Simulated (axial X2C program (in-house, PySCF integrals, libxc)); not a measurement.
# Potential curves of MoS, two-component

Calculated with an in-house relativistic program for diatomic molecules. Two-component (2c) means X2C with spin–orbit coupling and atomic mean-field two-electron Coulomb and Gaunt terms. Basis: Mo dyall-cv3z [11s12p9d5f3g], S dyall-av3z [9s8p3d2f] (cores contracted in-house); Gaussian nuclei, density fitting, unrestricted open shells. Masses: Mo 97.905 u, S 31.972 u.

State: Ω = 1 (⟨Sz⟩ = 2.00, ⟨Lz⟩ = -1.00 at LDA). Energies in eV from the fragments at the same level (Mo + S). Fits are polynomials in 1 − R0/R over 0.85 to 1.23 times the lowest point R0.

| R (Å) | LDA | CCSD | PBE0 |
| --- | --- | --- | --- |
| 2.0107 | -5.0244 | -2.8170 | -3.4312 |
| 2.0748 | -5.1288 | -2.9808 | -3.5767 |
| 2.1390 | -5.1167 | -3.0365 | -3.6072 |
| 2.2139 | -4.9946 | -3.0096 | -3.5407 |
| 2.2887 | -4.7923 | -2.9220 | -3.4040 |
| 2.3850 | -4.4603 | -2.7609 | -3.1730 |

Correlated methods: 12 electrons correlated (number of frozen shells: Mo 4 s, 3 p, 1 d; S 2 s, 1 p), 292 virtual spin orbitals or spinors in MP2, 90 natural virtuals in coupled cluster.

The state is a single determinant with fixed occupations, the lowest that a limited PBE0 search found. Dissociation energies refer to the lowest single-determinant-based atoms at the same level and basis. Density functionals use the spin component along the axis (collinear). CCSD ran in a truncated set of natural virtual spinors with an MP2 remainder; without triples it tends to underbind. A 2c atom that is not at its ground J level misses part of its spin–orbit lowering, and De is too large by that part (0.04 eV or less for light atoms). This holds for PBE0. The functionals have no current-density term, which raises determinants with orbital currents, atoms included. With several unpaired electrons one determinant need not be a pure state. Open-shell Ω = 0 determinants with evenly filled partner blocks cannot be reached by this program, so the Ω shown need not be the lowest component. The determinant is spin-polarised beyond a pure state at some levels (its spin-free form has ⟨S²⟩ too high), which makes Re and μ there less reliable. The T1 diagnostic is large, a sign of multireference character. With the outer-core shells frozen, correlated bond lengths of heavy atoms tend to come out a few hundredths of an ångström too long. Coupled cluster ran on the points near the minimum only. MP2 and coupled cluster on one determinant become unreliable at the stretched end.

Problem. What are Re, ωe and De at the LDA level?

Solution. At LDA, 2c: Re = 2.099 Å, ωe ≈ 535 cm⁻¹, De = 5.14 eV to Mo + S; Be follows as 0.159 cm⁻¹.

Problem. What are Re, ωe and De at the CCSD level?

Solution. At CCSD, 2c: Re = 2.151 Å, ωe ≈ 429 cm⁻¹, De = 3.04 eV to Mo + S; Be follows as 0.151 cm⁻¹.

Problem. Fit the PBE0 curve near its minimum: give the equilibrium distance, the harmonic wavenumber and the well depth.

Solution. At PBE0, 2c: Re = 2.127 Å, ωe ≈ 488 cm⁻¹, De = 3.61 eV to Mo + S; Be follows as 0.155 cm⁻¹.
